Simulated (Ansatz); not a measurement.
## Ansatz (development build ahead of 0.2.0) run

```yaml
crystal:
  periodic: [false, false, false]
  atoms:
    - { symbol: Ni, position_ang: [0.0, 0.0, 0.0] }
    - { symbol: H, position_ang: [0.0, 1.34, 0.4877] }
    - { symbol: P, position_ang: [0.0, -1.997, 0.7269] }
basis:
  gaussian: { orbitals: pcseg-2 }
magnetization:
  spin_polarized: true
  initial_magnetization: 2
hamiltonian:
  xc: { name: wB97X }
```

The input is written out in the form of the current development build from the run's settings.

The run gave:

```
Converged                       : yes
Total energy                    : -1850.23775 hartree
Spin squared of the determinant : 2.666
Stability test                  : minimum
```

Caution: other spin multiplicities were not run; the unrestricted determinant is spin contaminated.
